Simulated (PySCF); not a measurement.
A side-by-side comparison of computed properties.

First species: C4H6O3S.
Z-matrix (Å and degrees, GFN2-xTB geometry), rows numbered from 1:
```
C 
C   1  1.3280
C   2  1.4412  1  124.27
C   3  1.3246  2  127.24  1  -178.87
S   3  1.7963  2  117.12  1     0.16
O   5  1.4332  3  109.86  2  -175.38
O   5  1.4252  3  111.44  2    50.94
O   5  1.6231  3  100.83  2   -63.58
H   1  1.0749  2  121.61  3    -1.14
H   1  1.0770  2  121.07  3   179.69
H   2  1.0841  1  120.69  3  -179.67
H   4  1.0755  3  119.59  2   179.81
H   4  1.0782  3  122.42  2    -0.54
H   8  0.9584  5  109.34  3  -110.27
```

Second species: phosphanylidenephosphane, P₂H₂.
Atom-mapped SMILES: `[H]/[P:1]=[P:2]\[H]` (hydrogens: H3 on P1; H4 on P2)

Structure used (GFN2-xTB), in Å, numbered top down from 1:
```xyz
4
P2H2 angstrom
P     -0.941   -0.678   -0.380
P      1.009   -0.681    0.178
H     -1.233    0.684   -0.218
H      1.175    0.681    0.471
```

Levels: wB97X-D/def2-SVPD for dipole moment, HOMO energy, LUMO energy, HOMO–LUMO gap, static isotropic polarisability and electronic spatial extent ⟨r²⟩ about the centre of nuclear charge; TDDFT wB97X-D/def2-SVPD for lowest singlet excitation; TDA wB97X-D/def2-SVPD for lowest triplet excitation (Tamm–Dancoff); GFN2-xTB for rotational constant A and rotational constant C. Geometries: GFN2-xTB. Each structure is a single optimised conformer of the isolated species, non-relativistic unless stated; the electronic structure was computed with PySCF and density fitting.

Dipoles, sizes and rotational constants follow the conformer. The torsions of the flexible species, by atom-mapped SMILES:
- `[CH2:1]=[CH:2][C:3](=[CH2:4])[S:5](=[O:6])(=[O:7])[OH:8]`: C1–C2–C3–C4 -179°, C2–C3–S5–O6 -175°, H–O8–S5–C3 -110°

Which of the two has the higher HOMO energy, and by how much?

The first: -9.45 eV against -9.58 eV, a difference of 0.13 eV.

Which of the two has the higher dipole moment, and by how much?

The first: 4.02 D against 1.26 D, a difference of 2.76 D.

Which has the higher S1 energy?

The first: 5.83 eV against 3.75 eV, a difference of 2.08 eV.

Which has the higher ⟨r²⟩?

The first: 962 bohr² against 195 bohr², a difference of 767 bohr².

Which of the two has the higher HOMO–LUMO gap, and by how much?

The first: 9.43 eV against 8.36 eV, a difference of 1.07 eV.

Which has the higher T1 energy?

The first: 3.34 eV against 2.20 eV, a difference of 1.14 eV.

Which has the higher static isotropic polarisability?

The first: 79.1 au against 52.6 au, a difference of 26.5 au.

Which of the two has the higher rotational constant C, and by how much?

The second: 7.160 GHz against 1.360 GHz, a difference of 5.800 GHz.

On the first: The polarisability is 11.72 Å³ as a volume (1 au = 0.148185 Å³), or 1.13 au for each of the 70 electrons. No computed singlet falls in the visible range (750 to 380 nm, 1.65 to 3.26 eV); S1 lies 2.57 eV above its blue end.

On the second: A dipole of 1.26 D is allowed in C2v, and pure rotational transitions are dipole-allowed. No computed singlet falls in the visible range (750 to 380 nm, 1.65 to 3.26 eV); S1 lies 0.49 eV above its blue end.
